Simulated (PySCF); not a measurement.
## Whose spectrum? (polycyclic quinone and quinodimethane)

All values: TDA CAM-B3LYP/6-31G*, gas phase, PySCF SCF with an in-house response code, fitting set def2-universal-JFIT up to Ne and JKFIT beyond, grid level 1 (kernel 0), vertical, one conformer each, geometries GFN2-xTB; core orbitals frozen in the response, virtual orbitals above 1.5 Eh left out. The lowest 6 singlets were sought, and the brightest is taken among them. The runs took 0.4 to 0.8 CPU minutes each on shared server CPUs.

Some members have small gaps, where a closed-shell solution may not be the ground state. Without diffuse functions Rydberg states are missing, so unbound LUMOs, wide gaps and states within about 2 eV of the ionisation energy come out too high, and electron affinities are rough.

One system has its HOMO at -7.11 eV, its LUMO at -2.31 eV and these singlet states:

| state | eV | f |
| --- | --- | --- |
| S1 | 2.42 | 0.032 |
| S2 | 3.16 | 0.022 |
| S3 | 3.29 | 0.113 |
| S4 | 3.51 | 0.073 |
| S5 | 3.82 | 0.062 |
| S6 | 3.92 | 0.084 |

Which is it?
A. c1ccc2cc3ccc4cccc(c1)c2[b-]43 ([C15H10B]-)
B. C[n+]1c2ccccc3cccc4ccc1c4c32 ([C16H12N]+)
C. O=c1cc2ccc3cc4cccc(=O)c(c1)c4c2-3 (C16H8O2)
D. c1ccc2cc3[s+]cc4cccc(c1)c2c43 ([C15H9S]+)
E. c1ccc2cc3cc[n+]4cccc(c1)c2c34 ([C15H10N]+)

C.

How do the candidates compare?


```
                           system  HOMO / eV  LUMO / eV  S1 / eV  f(S1)  brightest state sought / eV
     C[n+]1c2ccccc3cccc4ccc1c4c32     -10.45      -5.35     2.29  0.013                         4.62
O=c1cc2ccc3cc4cccc(=O)c(c1)c4c2-3      -7.11      -2.31     2.42  0.032                         3.29
    c1ccc2cc3[s+]cc4cccc(c1)c2c43     -10.25      -6.56     1.24  0.025                         2.85
    c1ccc2cc3cc[n+]4cccc(c1)c2c34     -10.36      -6.19     1.36  0.002                         3.03
    c1ccc2cc3ccc4cccc(c1)c2[b-]43      -0.70       3.41     1.43  0.010                         3.92
```
